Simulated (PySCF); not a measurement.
## From computed data to an observable: chemical shift, span and skew from a shielding tensor

CH₉N₃Si, SMILES NC[SiH](N)N. Atoms are numbered in the order given.

```xyz
14

N     -1.9490     0.0151    -0.8337
C     -0.8993    -1.0011    -0.6160
Si     0.6320    -0.3084     0.2566
N      0.3240     0.5546     1.7238
N      1.2381     0.8890    -0.8469
H     -2.2413     0.3746     0.0779
H     -1.5229     0.8216    -1.2969
H     -1.3306    -1.8387    -0.0377
H     -0.6300    -1.4497    -1.5922
H      1.5565    -1.4237     0.6641
H     -0.2433     1.3959     1.7337
H      0.3203     0.0876     2.6234
H      1.9979     1.4911    -0.5415
H      1.3503     0.6552    -1.8296
```
Charge 0, spin multiplicity 1.

The structure is a stationary point at r2SCAN-D4/def2-SVP. This is a generated structure with no PubChem entry under its InChIKey; it may be hypothetical. Other conformers were not sampled.

GIAO shieldings from PBE/pcSseg-1 in PySCF, non-relativistic, no solvent. The symmetric part of the tensor of C2 has the principal values 125.8, 133.8, 168.5 ppm. The same nucleus in TMS has σ = 182.0 ppm at this level (PySCF, at its B3LYP-D3(BJ)/def2-TZVP geometry).

Task: Work out the isotropic shielding, the ¹³C shift against TMS, the span and the skew.

Result: 
σ(iso) = (σ11 + σ22 + σ33)/3 = 142.7 ppm. δ = σ(ref) − σ(iso) = 182.0 − (142.7) = 39.3 ppm.
Span Ω = σ33 − σ11 = 42.7 ppm. Skew κ = 3(σ(iso) − σ22)/Ω = 0.63. Tumbling in solution averages the tensor to δ; in a static solid the shielding alone would spread this spin-1/2 line over Ω.
